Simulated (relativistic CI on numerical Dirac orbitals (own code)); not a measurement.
# Cu3+ in a cubic cluster: 2p photoemission with charge transfer

Computed with a charge-transfer multiplet model of a cubic metal-ligand cluster with up to 2 ligand holes, Slater and spin-orbit integrals from Dirac-Coulomb-Breit ions, Slater integrals scaled by 0.8. The ground state mixes d8 with configurations of k ligand holes L, whose averages lie at kΔ + k(k − 1)U_dd/2; a core hole lowers each added d electron by U_cd. 20 K, Lorentzian 0.6 eV and Gaussian 0.8 eV FWHM.

Atomic integrals in eV (Slater integrals scaled, ζ unscaled), ground: F2dd 11.066, F4dd 6.905, zeta_d 0.110; with the core hole: F2dd 12.413, F4dd 7.786, zeta_d 0.150, zeta_core 13.370, F2cd 7.564, G1cd 5.867, G3cd 3.340.

Cluster parameters (eV): U_dd = 8.2, U_cd = 9.7, 10Dq = 0.45, 10Dq(ligand) = 0.7, V(eg) = 2.5, V(t2g) = -1.22, final-state hopping factor = 1.

```csv
Case,n_d,d8,d9L,d10L2,S
Δ = -2.8 eV,8.82,0.28,0.63,0.10,1.00
Δ = -0.8 eV,8.62,0.43,0.52,0.05,1.00
Δ = 0.2 eV,8.52,0.52,0.45,0.03,1.00
Δ = 1.2 eV,8.43,0.60,0.38,0.02,1.00
Δ = 2.2 eV,8.35,0.67,0.32,0.02,1.00
```

Weights, n_d and S are thermal averages at 20 K. Binding energies count from the first peak over 30 % of the highest in each spectrum, which can be another peak from case to case. The parameters are a model scan and need not match a compound or its usual spin state. Peaks in eV (height, largest 100):
- Δ = -2.8 eV: 0.0 (100), 7.8 (31), 8.9 (33), 20.2 (51), 28.0 (27), 39.3 (5)
- Δ = -0.8 eV: 0.0 (100), 7.1 (37), 7.8 (36), 14.6 (8), 15.8 (11), 20.3 (50), 27.3 (28), 36.3 (10)
- Δ = 0.2 eV: 0.0 (100), 6.9 (40), 13.2 (10), 14.4 (14), 17.3 (8), 20.3 (48), 27.1 (28), 34.9 (13)
- Δ = 1.2 eV: 0.0 (100), 6.9 (45), 12.1 (11), 13.3 (16), 16.0 (9), 17.4 (5), 20.4 (48), 27.1 (29), 33.8 (16)
- Δ = 2.2 eV: 0.0 (100), 7.0 (50), 12.5 (17), 15.0 (10), 16.2 (5), 20.5 (47), 27.3 (29), 32.8 (18)

For the case Δ = 0.2 eV, Δ = 0.2 eV is smaller than U_dd = 8.2 eV, the charge-transfer side of the Zaanen-Sawatzky-Allen scheme. With the core hole the configuration with one ligand hole lies at Δ − U_cd = -12.5, -10.5, -9.5, -8.5, -7.5 eV from the one without, in the order of the table; where this is negative the screened configuration lies lower.
